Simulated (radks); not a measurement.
Spherical quantum dot in the effective-mass picture: electrons in a hard-walled sphere of radius 1.33, with a point charge +2 (a donor) at the centre, all in effective atomic units (hartree* = m*/eps^2 hartree, bohr* = eps/m* bohr), one dielectric constant everywhere. Calculated with a radial shooting solver with Libxc functionals: non-relativistic Kohn-Sham, exchange-only LDA, spin-polarised, spherical densities. Levels are named by radial order and angular momentum (1s, 1p, 1d, 2s, ...), and open shells are averaged over m.

N = 10, configuration 1s2 1p6 1d(up 2, down 0). This is the lowest configuration that the search found. Occupied and some empty levels:

level    occupation  eigenvalue (hartree*)  <r> (bohr*)
1s up             1                 9.9203       0.6295
1s down           1                 10.030       0.6246
1p up             3                 13.104       0.8027
1p down           3                 13.259       0.8012
1d up             2                 16.637       0.8762
1d down           0                 16.805       0.8757
2s up             0                 16.994       0.6478
2s down           0                 17.091       0.6509
1f up             0                 20.894       0.9244
1f down           0                 21.068       0.9243
2p up             0                 23.916       0.7000
2p down           0                 24.020       0.7002

Energy (hartree*): total 78.0027, kinetic 59.205, external -29.626, Hartree 57.252, exchange-correlation -8.8283.
